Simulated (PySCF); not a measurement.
Bond length, frequency and bond energy of SbCl by level of theory

State: ³Σ⁻ (triplet), unpaired electrons π ↑↑. Set-up: Sb def2-TZVPP with ECP28, Cl def2-TZVPP; scalar-relativistic core potentials (PySCF 2.14). De refers to Sb + Cl in their high-spin ground configurations, without counterpoise correction. The functionals are run spin-unrestricted. A positive dipole means Sb(−)Cl(+).

| Level | Re (Å) | ωe (cm⁻¹) | De (eV) | μ (D) | CPU s a point (SCF and correlation, without the integrals) |
| --- | --- | --- | --- | --- | --- |
| UHF | 2.352 | 375 | 1.76 | -2.54 | 1.5 |
| UHF-MP2 | 2.334 | 380 | 2.93 | n/a | 2.7 |
| UHF-SCS-MP2 | 2.345 | 373 | 2.86 | n/a | n/a |
| UHF-CCSD | 2.342 | 377 | 2.73 | n/a | n/a |
| UHF-CCSD(T) | 2.345 | 373 | 2.87 | n/a | 120 |
| PBE | 2.361 | 359 | 3.41 | -1.98 | 1.8 |
| PW91 | 2.360 | 359 | 3.43 | -1.98 | 1.2 |
| BLYP | 2.390 | 342 | 3.29 | -2.11 | 1.2 |
| r²SCAN | 2.344 | 371 | 3.26 | -2.01 | 2.6 |
| M06-L | 2.352 | 365 | 3.59 | -2.15 | 2.6 |
| PBE0 | 2.338 | 375 | 3.20 | -2.09 | 3.3 |
| HSE06 | 2.341 | 373 | 3.24 | -2.08 | 3.1 |
| M06-2X | 2.359 | 367 | 2.98 | -2.54 | 3.7 |

Problem. Which functional lies closest to UHF-CCSD(T) in De, which farthest, and by how much do they differ from it?

Solution. Closest is M06-2X (+1.4 pm in Re, -1.6 % in ωe, +0.11 eV in De against UHF-CCSD(T) in the same basis), farthest M06-L (+0.7 pm in Re, -2.1 % in ωe, +0.72 eV in De). CCSD(T) converges more slowly with the basis than the functionals do and binds too weakly in this one, so the order can change at the basis-set limit.

Problem. What does a quarter of exact exchange do here, going from PBE to PBE0?

Solution. PBE0 less PBE: -2.3 pm in Re, +4.5 % in ωe, -0.21 eV in De. Exact exchange removes part of the self-interaction that spreads semilocal densities, and in most molecules shortens and stiffens the bond and lowers De; so it does here.

Problem. What does the step from GGA to meta-GGA do here, going from PBE to r²SCAN?

Solution. r²SCAN less PBE: -1.7 pm in Re, +3.3 % in ωe, -0.15 eV in De. 

Correlated steps freeze 9 core orbitals. These are scalar-relativistic numbers at best; spin–orbit coupling would shift them, the dissociation energy most. The state is the lowest determinant that a PBE0 search found; another state may lie lower at other levels.

The whole job (state search and all levels along the bond) took about 23 min on 1 thread of Arm Neoverse V1 (shared host), peak memory 2.7 GiB.
